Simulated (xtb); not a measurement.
xtb input (GFN2-xTB):

```bash
xtb mol.xyz --gfn 2 --ohess tight --chrg -1 --uhf 0
```
mol.xyz:
```
12

C      1.58648905    -0.82968509     0.47519010
Si    -0.03798431     0.00678618    -0.18764179
C     -1.45313389    -0.77175331     0.82358716
O     -0.19602601    -0.03909590    -1.73165697
O      0.06893102     1.59665349     0.40006768
H      1.54779131    -1.85862008     0.28163895
H      2.41109923    -0.34787673     0.06102601
H      1.62202569    -0.72950109     1.55950187
H     -2.40955995    -0.24817089     0.52290035
H     -1.56426146    -1.83471905     0.54750066
H     -1.31716157    -0.64073228     1.83998451
H      0.13611880     1.64646700     1.33615364
```

End of the output:

```
   ------------------------------------------------------------------------

         :::::::::::::::::::::::::::::::::::::::::::::::::::::
         ::                  THERMODYNAMIC                  ::
         :::::::::::::::::::::::::::::::::::::::::::::::::::::
         :: total free energy         -17.943936467618 Eh   ::
         ::.................................................::
         :: total energy              -18.002167766963 Eh   ::
         :: zero point energy           0.090016792639 Eh   ::
         :: G(RRHO) w/o ZPVE           -0.031785493294 Eh   ::
         :: G(RRHO) contrib.            0.058231299344 Eh   ::
         :::::::::::::::::::::::::::::::::::::::::::::::::::::

optimized geometry written to: xtbopt.xyz

           -------------------------------------------------
          | TOTAL ENERGY              -18.002167766963 Eh   |
          | TOTAL ENTHALPY            -17.903082912714 Eh   |
          | TOTAL FREE ENERGY         -17.943936467618 Eh   |
          | GRADIENT NORM               0.000450359451 Eh/α |
          | HOMO-LUMO GAP               8.153087873879 eV   |
           -------------------------------------------------

------------------------------------------------------------------------
Note: The following floating-point exceptions are signalling: IEEE_UNDERFLOW_FLAG IEEE_DENORMAL
normal termination of xtb
------------------------------------------------------------------------
 total:
 SCF:
 ANC optimizer:
 analytical hessian:
```

It need not be the lowest isomer of its formula. Whether it binds its extra electron was not tested at this geometry.
